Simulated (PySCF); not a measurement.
## Electronic structure of P (phosphorus, neutral) at the UHF level

Configuration: [Ne] 3s2 3p3, high-spin 4S determinant. Computed with PySCF 2.14 in an even-tempered Gaussian basis (22 s from 0.01 bohr⁻², ratio 2.5; 15 p from 0.013 bohr⁻², ratio 2.5; 6 d from 0.46 bohr⁻², ratio 2.7; 5 f from 0.69 bohr⁻², ratio 2.7), with scalar relativity by spin-free X2C-1e.

| Property | Result |
| --- | --- |
| Total energy | -341.536269 hartree |
| One-electron energy | -472.6271 hartree |
| Hartree (Coulomb) energy | 153.8207 hartree |
| Exchange energy | -22.7299 hartree |
| ⟨S²⟩ | 3.7506 |
| ⟨L²⟩ | 0.000 |
| Sum of ⟨r⟩ | 14.95 bohr |
| Sum of ⟨r²⟩ | 30.21 bohr² |
| Langevin diamagnetic susceptibility | -23.9 ×10⁻⁶ cm³/mol |

| shell | electrons | mean orbital energy (hartree) | rms radius, mean of both spins (bohr) |
| --- | --- | --- | --- |
| 1s α | 1 | -80.20068 | 0.120 |
| 1s β | 1 | -80.17933 | 0.120 |
| 2s α | 1 | -7.55820 | 0.560 |
| 2s β | 1 | -7.53617 | 0.560 |
| 2p α | 3 | -5.42049 | 0.540 |
| 2p β | 3 | -5.37881 | 0.540 |
| 3s α | 1 | -0.83907 | 2.08 |
| 3s β | 1 | -0.55931 | 2.08 |
| 3p α | 3 | -0.39160 | 2.53 |

Densities and radii are taken from the X2C orbitals without a picture-change correction, which distorts them close to the nucleus.

Spin-orbit constants ζ (cm⁻¹) from the X2C one-electron operator on these orbitals: bare nucleus, nucleus screened by l(l+1)(2l+1)/3 electrons, and screened by the Breit-Pauli mean field of the electrons.

| shell | bare | screened nucleus | mean field |
| --- | --- | --- | --- |
| 2p | 5477 | 4747 | 4419 |
| 3p | 290.3 | 251.6 | 229.8 |
